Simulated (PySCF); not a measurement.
C₄H₇FO, SMILES CO[C@@H]1C[C@@H]1F.

Coordinates come from a PBE0-D3(BJ)/def2-SVP optimisation. The structure was generated by enumeration; whether it is a known compound was not checked. One conformer was computed; it need not be the lowest.

Vertical ionisation energy (IE) and electron affinity (EA) in eV. Rows of orbital energies are one-electron estimates. Where ΔSCF, EOM or ADC give a negative EA the extra electron is unbound and the value depends on the basis.

| level | IE | EA |
|---|---|---|
| −ε(HOMO), −ε(LUMO), PBE0/def2-TZVP (PySCF) | 7.42 | -1.25 |
| −ε(HOMO), −ε(LUMO), PBE/def2-TZVP (PySCF) | … | … |

Question: Fill in the missing entries. (The exact figures need the calculation; the answer reports its results.)

Answer: 
- −ε(HOMO), −ε(LUMO), PBE/def2-TZVP (PySCF), IE: 5.93
- −ε(HOMO), −ε(LUMO), PBE/def2-TZVP (PySCF), EA: -0.33
